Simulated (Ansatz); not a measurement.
Basis sets compared for Ga₆N₇H₂₄⁺, a cluster cut from zinc blende GaN (hydrogen-capped). The state is a singlet with charge 1. Geometry PBE-D4/def2-SVP. Ansatz on 2 threads of AMD EPYC 7R13 on a shared host and a share (18 GiB) of an NVIDIA H100 80GB HBM3; times are rough, and most runs start from earlier orbitals.

Cartesian coordinates in Å:
```
Ga 1.0266 2.4940 -2.8338
Ga 0.6813 -3.8525 -0.0739
Ga 0.6807 -0.7053 -1.5378
Ga -1.1055 0.6270 1.2995
Ga -0.7186 3.8518 0.0463
Ga -1.1104 -2.5173 2.7889
N 1.7405 0.9655 -1.6052
N -0.6228 3.2037 -1.8788
N 1.5765 -1.9833 -0.3195
N -1.0037 -3.4879 1.0052
N 0.0076 2.2605 1.1842
N -0.1743 -0.6824 2.4563
N -0.9896 -0.1779 -0.5432
H 2.1158 3.6211 -2.7239
H 0.5236 1.6962 -4.0956
H 1.6567 -4.6269 0.8844
H 0.2253 -4.1957 -1.5421
H 0.3812 -1.3035 -2.9467
H -2.5749 0.9090 1.7405
H 0.3825 4.9638 0.1896
H -2.2404 3.8801 0.4519
H -0.1370 -3.2777 3.7604
H -2.6121 -2.0894 2.9960
H 2.6272 0.7352 -2.0846
H 2.0496 1.3374 -0.6962
H -0.7702 4.0941 -2.3880
H -1.4648 2.6650 -2.1341
H 2.4625 -2.2570 -0.7769
H 1.8833 -1.5992 0.5853
H -1.7926 -3.2313 0.3919
H -1.2564 -4.4500 1.2955
H 1.0086 2.1036 1.0004
H 0.0012 2.6867 2.1263
H 0.8290 -0.8115 2.2637
H -0.1860 -0.2899 3.4129
H -1.5073 0.4594 -1.1693
H -1.5930 -1.0156 -0.5296
```

Single mean-field runs in def2-SVP, def2-TZVP are fitted with def2-universal-jkfit.

```csv
level,functions,energy (Eh),HOMO (eV),LUMO (eV),wall time
PBE-D4/def2-SVP,410,-11942.9534,-9.76,-4.83,2.3 s
PBE0-D4/def2-SVP,410,-11943.2461,-11.03,-3.96,2.6 s
```

(1) Estimate the rows for PBE-D4/def2-TZVP, PBE0-D4/def2-TZVP.

Results:

(1) 
```
            level  functions  energy (Eh)  HOMO (eV)  LUMO (eV)  wall time
 PBE-D4/def2-TZVP        649  -11944.8858      -9.81      -5.08      3.5 s
PBE0-D4/def2-TZVP        649  -11945.1645     -11.05      -4.24      3.4 s
```
